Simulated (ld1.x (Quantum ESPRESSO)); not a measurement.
As (Z = 33), TM: configuration errors across variants

```
Element                 : arsenic (As)
Generator               : ld1.x (Quantum ESPRESSO) 7.5
Type                    : norm-conserving Troullier–Martins (Kleinman–Bylander form)
Functional              : PBE
Relativity              : fully relativistic
Frozen core             : [Ar] 3d10
Valence charge          : 5
Reference configuration : 4s2 4p3
Partial waves           : 4s (bound): rc 1.35 bohr; 4p (bound): rc 1.55 bohr; 4d channel at 0.25 Ry: rc 1.35 bohr
Local potential         : all-electron potential smoothed inside 1.35 bohr (lloc = -1)
Core correction         : none
```

Open shells are filled in proportion to 2j + 1 (rel_dist='average').

All-electron excitation energies from the reference (eV): (1) 4s2 4p2 9.152; (2) 4s2 4p1 27.074; (3) 4s2 4p0 54.782; (4) 4s1 4p4 9.412; (5) 4s1 4p0 105.428; (6) 4s2 4p3.3 -1.235; (7) 4s2 4p2.5 3.557.

3 further variants failed, have other tests or another functional or relativity, and are left out.

A true bound ghost makes a file unfit for plane-wave use even where its test errors are small: the radial tests pick states by their node count and pass the ghost by.

Errors AE − PS in meV (a dash: test not solved or not reliable):

| change | (1) | (2) | (3) | (4) | (5) | (6) | (7) | bound ghosts |
| --- | --- | --- | --- | --- | --- | --- | --- | --- |
| base | +25 | +176 | +775 | +9.0 | +2231 | +0.6 | +6.9 | d3/2, d5/2 |
| local potential all-electron potential smoothed inside 1.48 bohr (lloc = -1) | +0.3 | +1.6 | +24 | +8.7 | +204 | 0.0 | +0.1 | d3/2, d5/2 |
| core correction a·sin(br)/r model core inside 0.62 bohr | +2.3 | +10 | +22 | -4.6 | -48 | +0.1 | +0.5 | d3/2, d5/2 |
| wave 4d channel at 0.25 Ry: rc 1.35 bohr becomes 4d channel at 3.49 Ry: rc 1.35 bohr | +25 | +176 | +775 | +9.0 | +2231 | +0.6 | +6.9 | none |
| wave 4p (bound): rc 1.55 bohr becomes 4p (bound): rc 1.98 bohr | +31 | +221 | +872 | +8.8 | +2358 | +0.7 | +8.4 | d3/2, d5/2 |
| wave 4d channel at 0.25 Ry: rc 1.35 bohr becomes 4d channel at 0.25 Ry: rc 1.66 bohr | +25 | +176 | +775 | +9.0 | +2231 | +0.6 | +6.9 | none |
| local potential all-electron potential smoothed inside 1.05 bohr (lloc = -2) | +5.4 | +35 | +159 | +8.9 | +583 | +0.1 | +1.0 | d3/2, d5/2 |

Task: Give the same row for: all radii scaled by about 1.24 (s 1.68, p 1.92, d 1.68 bohr); local potential all-electron potential smoothed inside 1.68 bohr (lloc = -1).

Result: -1.4, -9.4, -9.6, +6.0, +156, 0.0, -0.2; bound ghosts: d3/2, d5/2.
